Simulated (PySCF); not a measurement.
CH2NO, SMILES N=C=[OH+], charge +1. Coordinates come from a PBE0-D3(BJ)/def2-TZVP optimisation. The isomer is the one that the SMILES or the coordinates give; other isomers of the formula were not compared.

Level of theory: PBE0-D3(BJ)/def2-TZVP run with PySCF.

Harmonic wavenumbers (cm⁻¹): 357, 496, 559, 563, 1096, 1265, 2527, 3643, 3707. Rotational constants (GHz): 750.4, 10.12, 9.987; symmetry number 1.

### Question
Work out the zero-point energy and the ideal-gas rigid-rotor harmonic-oscillator thermochemistry at 298.15 K and 1 atm.

### Answer
ZPE = ½ Σ hcν = ½ × 14215 cm⁻¹ = 20.32 kcal/mol. H − E(el) = 23.31 kcal/mol. Entropy in cal/(mol K): translation 37.27, rotation 18.99, vibration 2.94, total 59.20. G − E(el) = 5.66 kcal/mol. Cp = 13.45 cal/(mol K).
